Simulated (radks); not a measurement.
Question: Species: the xenon ion Xe17+. Configuration: [Kr] 4d1. Calculated with a radial shooting solver on a logarithmic mesh with Libxc functionals: scalar-relativistic Kohn-Sham, LB94 model potential, spin-polarised, spherical densities, finite nucleus; open shells are filled with parallel spins first (spin-orbit coupling, left out, can overturn this in heavy ions); Fermi nuclear charge, rms radius 4.7859 fm. Some entries of the table are withheld. Estimate them.

orbital,occ.,eigenvalue (eV),<1/r> (bohr^-1)
1s down,1,-34967.98,58.16
1s up,1,-34967.96,58.16
2s up,1,-5831.155,13.36
2s down,1,-5831.024,13.36
2p up,3,-5283.902,12.77
2p down,3,-5283.839,12.77
3s up,1,-1533.757,4.814
3s down,1,-1533.673,4.812
3p up,3,-1356.346,4.587
3p down,3,-1356.232,4.585
3d up,5,-1094.797,4.363
3d down,5,-1094.525,4.362
4s up,1,-584.6373,(1)
4s down,1,-583.9716,(2)
4p up,3,-523.8549,1.987
4p down,3,-523.1256,1.990
4d up,1,(3),1.815
4d down,0,(4),1.818

Answer: 
(1) 4s up <1/r> (bohr^-1): 2.112
(2) 4s down <1/r> (bohr^-1): 2.116
(3) 4d up eigenvalue (eV): -434.1505
(4) 4d down eigenvalue (eV): -433.4214
